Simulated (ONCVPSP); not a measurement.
**Mn (Z = 25): excitation energies, all-electron against ONCV**

Mn (Z = 25), optimised norm-conserving Vanderbilt (ONCV), made with ONCVPSP 4.0.1 (PBE, scalar-relativistic). Core [Ne], reference 3s2 3p6 3d5 (charge +2). Waves: 3s: rc 1.30 bohr, ncon 3, nbas 7, qcut 11.2 1/bohr, 2 projectors, debl 3.4 Ha; 3p: rc 1.15 bohr, ncon 4, nbas 8, qcut 15.1 1/bohr, 1 projector; 3d: rc 1.25 bohr, ncon 3, nbas 8, qcut 14.8 1/bohr, 1 projector; f scattering state at 0.14 Ha: rc 1.05 bohr, ncon 4, nbas 9, qcut 9.8 1/bohr, 2 projectors, debl 0.7 Ha. Local part: polynomial inside 1.00 bohr (lpopt 4, dvloc0 0 Ha). Core correction: none.

In the s channel the program set the typed energies aside and used -3.811, 0.250 Ha.

Energies are relative to the spin-unpolarised reference configuration 3s2 3p6 3d5; without spin polarisation the order of configurations can differ from experiment.

| valence configuration | charge | ΔE all-electron (eV) | error AE − PS (meV) |
| --- | --- | --- | --- |
| 3s2 3p6 3d5 4s2 | 0 | -24.015 | +4.0 |
| 3s2 3p6 3d4 | +3 | 32.519 | +6.7 |
| 3s2 3p6 3d6 4s1 | 0 | -24.374 | -2.0 |

Task: What are ΔE and the potential's error for 3s2 3p6 3d5 4s1?

Result: ΔE = -15.599 eV all-electron; the error (AE − PS) is +1.9 meV.
